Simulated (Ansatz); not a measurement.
Compare A (`COCN[SiH3]`) with its isomer B (`CN(C)[SiH2]O`).

Calculated with Ansatz (gas phase, PBE0-D4/def2-TZVP geometries, no zero-point term in ΔE). CCSD(T)/CBS is the MP2 limit (def2-TZVPP, def2-QZVPP) plus CCSD(T) − MP2 in def2-TZVPP, frozen cores. Functionals use def2-TZVPP. B3LYP here is the variant with VWN-RPA as its local correlation; programs differ in this. Each species was taken in one conformer, which may not be the lowest.

(1) Which is lower in electronic energy at CCSD(T)/CBS, and by how much? (Best estimate.)

(2) Give E(B) − E(A) in kJ/mol with CCSD(T)/def2-TZVPP, B2PLYP, BLYP-D4, CCSD/def2-TZVPP, MP2/def2-TZVPP, PBE-D4, B3LYP-D4. (An estimate is asked.)

(3) Does the order hold for the free energy at 298.15 K (harmonic terms from PBE0-D4)? (Best estimate.)

Largest T1 diagnostic: 0.011.

## Answers

(1) The calculation gave: B, by 182.2 kJ/mol.

(2) The calculation gave: CCSD(T)/def2-TZVPP -177.1, B2PLYP -178.0, BLYP-D4 -169.3, CCSD/def2-TZVPP -177.7, MP2/def2-TZVPP -188.0, PBE-D4 -167.9, B3LYP-D4 -173.3. None reverses the order clearly.

(3) Ansatz gave: Yes: G(B) − G(A) = -178.6 kJ/mol, for one conformer each. Modes under 60 cm⁻¹, often nearly free rotors, make the harmonic entropy too high.

From PBE to PBE0 (25 % exact exchange), in def2-TZVPP and without D4, E(B) − E(A) moves by −4.7 kJ/mol. At CCSD(T), def2-SVP lies +31.4 kJ/mol from the extrapolated value and def2-TZVPP +5.1 kJ/mol.
